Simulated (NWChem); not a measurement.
System: PbHOI, singlet; SMILES [I][Pb][OH]

```xyz
4

Pb     0.2117     1.0082     0.0000
I     -0.0080    -1.8132     0.0000
O     -1.8597     1.3869     0.0000
H     -2.0612     2.3319     0.0000
```
Atoms are numbered in this order, from 1.

Computed with NWChem. Medium grid unless said otherwise, to which SCAN and Minnesota functionals are sensitive. Low-valent species are run as closed-shell singlets; no triplet was tried in these runs. Coordinates come from a PBE0/def2-SVP optimisation. def2 effective core potentials on I, Pb; no spin-orbit coupling. Total energies of different functionals are on different scales.

| level | energy (Ha) | highest occupied level (eV) | orbital gap (eV) | dipole (D) |
|---|---|---|---|---|
| B3LYP/def2-SVP | -566.5702 | -6.70 | 3.87 | 4.94 |
| PBE/def2-SVP | -566.3509 | -5.86 | 2.66 | 4.68 |
| M06/def2-SVP | -566.4700 | -6.88 | 4.16 | 5.09 |
| PW91/def2-SVP | -566.5947 | -5.90 | 2.64 | 4.65 |
| B3PW91/def2-SVP | -566.6267 | -6.80 | 4.00 | 5.10 |
| HCTH/407/def2-SVP | -567.6739 | -5.91 | 2.64 | 4.75 |
| LDA (Slater exchange, VWN5)/def2-SVP | -565.2073 | -6.04 | 2.59 | 4.59 |
| LC-wPBE (HJS exchange hole, range parameter 0.4 per bohr)/def2-SVP | -566.4278 | -9.45 | 8.72 | 5.63 |
| TPSSh/def2-SVP | -566.2560 | ? | ? | ? |

Task: Fill in the missing entries.

Result: 
- TPSSh/def2-SVP, highest occupied level (eV): -6.39
- TPSSh/def2-SVP, orbital gap (eV): 3.46
- TPSSh/def2-SVP, dipole (D): 5.04
